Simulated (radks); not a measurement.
Values are calculated unless marked as measured or tabulated.
Removal energies from the rhodium ion Rh11+, [Ar] 3d10 4s2 4p(1/2: 2, 3/2: 2), by Delta-SCF beside the eigenvalue of the level emptied. Code: a radial shooting solver on a logarithmic mesh with Libxc functionals. Model: Dirac Kohn-Sham, BLYP, spin-unpolarised, spherical densities, finite nucleus; Fermi nuclear charge, rms radius of each element as measured or else 0.836 A^(1/3) + 0.57 fm. Sub-shells are occupied by j as written (lower j first in brackets).

removed from                             final configuration  Delta-SCF (eV)  -eigenvalue (eV)
4p3/2                       [Ar] 3d10 4s2 4p(1/2: 2, 3/2: 1)          253.56            241.84
4p1/2                       [Ar] 3d10 4s2 4p(1/2: 1, 3/2: 2)          259.08            247.13
4s1/2                       [Ar] 3d10 4s1 4p(1/2: 2, 3/2: 2)          292.02            279.64
3d5/2         [Ar] 3d(3/2: 4, 5/2: 5) 4s2 4p(1/2: 2, 3/2: 2)          545.12            518.64
